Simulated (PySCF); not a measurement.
A calculated (revPBE, PySCF 2.14, aug-cc-pVDZ, the non-relativistic Hamiltonian (point nucleus)) atom or ion has these occupied shells.

```
shell  electrons  orbital energy (eV)  rms radius, mean of both spins (bohr)
 1s β          1              -4367.0                                 0.0852
 1s α          1              -4367.0                                 0.0852
 2s α          1              -464.43                                  0.376
 2s β          1              -464.11                                  0.376
 2p α          3              -382.52                                  0.343
 2p β          3              -382.27                                  0.343
 3s α          1              -50.237                                   1.17
 3s β          1              -48.834                                   1.17
 3p α          3              -29.634                                   1.30
 3p β          3              -28.172                                   1.30
 3d α          3               -1.192                                   3.52
```

Task: Name the element and its charge.

Result: Sc (scandium, neutral), in [Ar] 3d3, high-spin 4F determinant (an excited configuration).
